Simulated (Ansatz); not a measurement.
Ansatz (a first-principles code) input (B3LYP-D3(BJ)/def2-TZVP):

Ansatz 0.2 input:
```yaml
crystal:
  periodic: [false, false, false]
  atoms:
    - {symbol: Mg, position_ang: [0.00000000, 0.00000000, 0.00000000]}
    - {symbol: Cl, position_ang: [0.00000000, 0.00000000, 2.24671056]}
    - {symbol: Cl, position_ang: [-0.00000000, -0.00000000, -2.24671056]}
basis:
  gaussian:
    orbitals: def2-TZVP
hamiltonian:
  xc: b3lyp
  dispersion: d3bj
total_charge: 1
magnetization: {spin_polarized: true, initial_magnetization: 1}
phonons: {temperatures: {t_min: 298.15, t_max: 298.15, t_step: 100}}
```

Output:

```
Functional definition: B3LYP
integrals: 0.04 GiB planned
814 factors; their error is unknown
mean field: 0.48 GiB planned
mean field evaluation 1: about -30481.7364 eV, gradient 2.6e1 eV
mean field evaluation 2: about -30480.7157 eV, gradient 3.1e1 eV
mean field evaluation 4: about -30484.9947 eV, gradient 8.4e-1 eV
mean field evaluation 8: about -30485.0766 eV, gradient 1.3e-1 eV
mean field evaluation 16: about -30485.0767 eV, gradient 3.0e-5 eV
mean field evaluation 32: about -30484.8498 eV, gradient 4.9e0 eV
mean field -30485.07673747 eV, -1120.3059065749 hartree, gradient 1.5e-6 eV, S^2 0.755452; 8 other end points of the search recorded, 0 dependent functions left out
the calculation of the forces begins
reference -30485.07697674 eV, -1120.3059153679 hartree; 23, 22 occupied and 83, 84 virtual orbitals, 814 factors
these checks for a lower state are left out or cut short: stability, starts, cluster_reference, orbital_swaps, neighbouring_geometries, increment
integrals: 0.04 GiB planned
814 factors; their error is unknown
mean field: 0.47 GiB planned
mean field evaluation 64: about -30484.9984 eV, gradient 6.8e-2 eV
mean field -30485.07673673 eV, -1120.3059065477 hartree, gradient 8.9e-7 eV, S^2 0.755452; 0 other end points of the search recorded, 0 dependent functions left out
the calculation of the forces begins
reference -30485.07697600 eV, -1120.3059153408 hartree; 23, 22 occupied and 83, 84 virtual orbitals, 814 factors
these checks for a lower state are left out or cut short: stability, starts, cluster_reference, orbital_swaps, neighbouring_geometries, increment
integrals: 0.04 GiB planned
814 factors; their error is unknown
mean field: 0.48 GiB planned
mean field -30485.07673673 eV, -1120.3059065477 hartree, gradient 8.9e-7 eV, S^2 0.755452; 0 other end points of the search recorded, 0 dependent functions left out
the calculation of the forces begins
reference -30485.07697600 eV, -1120.3059153408 hartree; 23, 22 occupied and 83, 84 virtual orbitals, 814 factors
these checks for a lower state are left out or cut short: stability, starts, cluster_reference, orbital_swaps, neighbouring_geometries, increment
integrals: 0.04 GiB planned
814 factors; their error is unknown
mean field: 0.47 GiB planned
mean field -30485.07673714 eV, -1120.3059065628 hartree, gradient 1.0e-6 eV, S^2 0.755452; 0 other end points of the search recorded, 0 dependent functions left out
the calculation of the forces begins
reference -30485.07697641 eV, -1120.3059153558 hartree; 23, 22 occupied and 83, 84 virtual orbitals, 814 factors
these checks for a lower state are left out or cut short: stability, starts, cluster_reference, orbital_swaps, neighbouring_geometries, increment
integrals: 0.04 GiB planned
814 factors; their error is unknown
mean field: 0.47 GiB planned
mean field -30485.07673714 eV, -1120.3059065628 hartree, gradient 1.0e-6 eV, S^2 0.755452; 0 other end points of the search recorded, 0 dependent functions left out
the calculation of the forces begins
reference -30485.07697641 eV, -1120.3059153558 hartree; 23, 22 occupied and 83, 84 virtual orbitals, 814 factors
these checks for a lower state are left out or cut short: stability, starts, cluster_reference, orbital_swaps, neighbouring_geometries, increment
integrals: 0.04 GiB planned
814 factors; their error is unknown
mean field: 0.48 GiB planned
mean field evaluation 96: about -30485.0767 eV, gradient 1.4e-6 eV
mean field -30485.07669570 eV, -1120.3059050399 hartree, gradient 1.4e-6 eV, S^2 0.755452; 0 other end points of the search recorded, 0 dependent functions left out
the calculation of the forces begins
reference -30485.07693497 eV, -1120.3059138330 hartree; 23, 22 occupied and 83, 84 virtual orbitals, 814 factors
these checks for a lower state are left out or cut short: stability, starts, cluster_reference, orbital_swaps, neighbouring_geometries, increment
integrals: 0.04 GiB planned
814 factors; their error is unknown
mean field: 0.48 GiB planned
mean field -30485.07669570 eV, -1120.3059050399 hartree, gradient 1.4e-6 eV, S^2 0.755452; 0 other end points of the search recorded, 0 dependent functions left out
the calculation of the forces begins
reference -30485.07693497 eV, -1120.3059138330 hartree; 23, 22 occupied and 83, 84 virtual orbitals, 814 factors
these checks for a lower state are left out or cut short: stability, starts, cluster_reference, orbital_swaps, neighbouring_geometries, increment
integrals: 0.04 GiB planned
814 factors; their error is unknown
mean field: 0.48 GiB planned
mean field -30485.07673730 eV, -1120.3059065685 hartree, gradient 1.4e-6 eV, S^2 0.755452; 0 other end points of the search recorded, 0 dependent functions left out
the calculation of the forces begins
reference -30485.07697657 eV, -1120.3059153616 hartree; 23, 22 occupied and 83, 84 virtual orbitals, 814 factors
these checks for a lower state are left out or cut short: stability, starts, cluster_reference, orbital_swaps, neighbouring_geometries, increment
integrals: 0.04 GiB planned
814 factors; their error is unknown
mean field: 0.47 GiB planned
mean field -30485.07673730 eV, -1120.3059065685 hartree, gradient 1.4e-6 eV, S^2 0.755452; 0 other end points of the search recorded, 0 dependent functions left out
the calculation of the forces begins
reference -30485.07697657 eV, -1120.3059153616 hartree; 23, 22 occupied and 83, 84 virtual orbitals, 814 factors
these checks for a lower state are left out or cut short: stability, starts, cluster_reference, orbital_swaps, neighbouring_geometries, increment
integrals: 0.04 GiB planned
814 factors; their error is unknown
mean field: 0.47 GiB planned
mean field -30485.07673740 eV, -1120.3059065723 hartree, gradient 1.6e-6 eV, S^2 0.755452; 0 other end points of the search recorded, 0 dependent functions left out
the calculation of the forces begins
reference -30485.07697667 eV, -1120.3059153653 hartree; 23, 22 occupied and 83, 84 virtual orbitals, 814 factors
these checks for a lower state are left out or cut short: stability, starts, cluster_reference, orbital_swaps, neighbouring_geometries, increment
integrals: 0.04 GiB planned
814 factors; their error is unknown
mean field: 0.48 GiB planned
mean field evaluation 128: about -30485.0767 eV, gradient 2.6e-2 eV
mean field -30485.07673740 eV, -1120.3059065723 hartree, gradient 1.6e-6 eV, S^2 0.755452; 0 other end points of the search recorded, 0 dependent functions left out
the calculation of the forces begins
reference -30485.07697667 eV, -1120.3059153653 hartree; 23, 22 occupied and 83, 84 virtual orbitals, 814 factors
these checks for a lower state are left out or cut short: stability, starts, cluster_reference, orbital_swaps, neighbouring_geometries, increment
integrals: 0.04 GiB planned
814 factors; their error is unknown
mean field: 0.48 GiB planned
mean field -30485.07675251 eV, -1120.3059071277 hartree, gradient 2.1e-6 eV, S^2 0.755454; 0 other end points of the search recorded, 0 dependent functions left out
the calculation of the forces begins
reference -30485.07699182 eV, -1120.3059159219 hartree; 23, 22 occupied and 83, 84 virtual orbitals, 814 factors
these checks for a lower state are left out or cut short: stability, starts, cluster_reference, orbital_swaps, neighbouring_geometries, increment
integrals: 0.04 GiB planned
814 factors; their error is unknown
mean field: 0.47 GiB planned
mean field -30485.07666945 eV, -1120.3059040752 hartree, gradient 1.2e-6 eV, S^2 0.755451; 0 other end points of the search recorded, 0 dependent functions left out
the calculation of the forces begins
reference -30485.07690869 eV, -1120.3059128671 hartree; 23, 22 occupied and 83, 84 virtual orbitals, 814 factors
Total energy: -30485.19764882 eV, -1120.3103499850 hartree
Atom 0 at     0.000000     0.000000     0.000000 Å, force    -0.000000     0.000000     0.000000 eV/Å
Atom 1 at     0.000000     0.000000     2.246711 Å, force     0.000000    -0.000000    -0.000179 eV/Å
Atom 2 at    -0.000000    -0.000000    -2.246711 Å, force     0.000000    -0.000000     0.000179 eV/Å
Dipole moment:    -0.000000    -0.000000    -0.000000 e Å
Vibrations: 40.21 59.85 280.29 448.35 cm⁻¹, zero-point energy 0.051373 eV
```
